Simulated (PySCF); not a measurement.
H$_{3}$P$_{2}$ (SMILES [PH]P), doublet, geometry from GFN2-xTB. Base run: B3LYP/6-31G* run with PySCF.

PySCF was given this input:
```python
from pyscf import gto, scf, dft

mol = gto.Mole()
mol.atom = '''
    P     0.911322   -0.434191    0.448485
    P    -0.839454    0.334211   -0.480199
    H     1.714562    0.571315   -0.101521
    H    -1.061541    1.416336    0.373520
    H    -1.731043   -0.487949    0.203699
'''
mol.basis = '6-31g*'
mol.charge = 0
mol.spin = 1
mol.verbose = 5
mol.build()

mf = dft.UKS(mol)
mf.xc = 'b3lyp'
mf.kernel()
mf.analyze()
```

Each row names what was changed in the base input (with any setting that the change needs).

```json
[
 {"change": "base", "basis functions": "42", "E (Eh)": "-684.45752", "HOMO (eV)": "-6.13", "dipole (D)": "1.04"},
 {"change": "basis = cc-pVDZ-DK; relativity = none", "basis functions": "51", "E (Eh)": "-684.15845", "HOMO (eV)": "-6.07", "dipole (D)": "0.86"},
 {"change": "basis = cc-pVDZ-DK; relativity = spin-free X2C; nucleus = Gaussian (with mol.nucmod = 'G')", "basis functions": "51", "E (Eh)": "-686.14385", "HOMO (eV)": "-6.06", "dipole (D)": "0.84"},
 {"change": "basis = cc-pVTZ-DK; relativity = spin-free X2C", "basis functions": "110", "E (Eh)": "-686.18007", "HOMO (eV)": "-6.17", "dipole (D)": "0.77"},
 {"change": "basis = x2c-TZVPall; relativity = spin-free X2C; nucleus = Gaussian (with mol.nucmod = 'G')", "basis functions": "92", "E (Eh)": "-686.17482", "HOMO (eV)": "-6.16", "dipole (D)": "0.76"},
 {"change": "basis = cc-pVTZ-DK; relativity = spin-free X2C; nucleus = Gaussian (with mol.nucmod = 'G')", "basis functions": "110", "E (Eh)": "-686.17953", "HOMO (eV)": "-6.17", "dipole (D)": "0.77"},
 {"change": "basis = x2c-TZVPall; relativity = spin-free X2C", "basis functions": "92", "E (Eh)": "-686.17533", "HOMO (eV)": "-6.16", "dipole (D)": "0.76"},
 {"change": "basis = cc-pVDZ-DK; relativity = spin-free X2C", "basis functions": "51", "E (Eh)": "-686.14437", "HOMO (eV)": "-6.06", "dipole (D)": "0.84"},
 {"change": "basis = x2c-TZVPall; relativity = none", "basis functions": "92", "E (Eh)": "-684.28602", "HOMO (eV)": "-6.17", "dipole (D)": "0.77"},
 {"change": "basis = cc-pVTZ-DK; relativity = none", "basis functions": "110", "E (Eh)": "-684.15085", "HOMO (eV)": "-6.18", "dipole (D)": "0.79"}
]
```

Total energies compare only within one method and basis.

Open shells are given as the SCF converged; they aren't shown to be the lowest states, and a large step between rows can be another state.

Basis sets contracted for a relativistic Hamiltonian are a mismatch without it, so the rows without relativity aren't non-relativistic limits. No row has spin-orbit coupling; sets with core potentials leave out the core electrons.
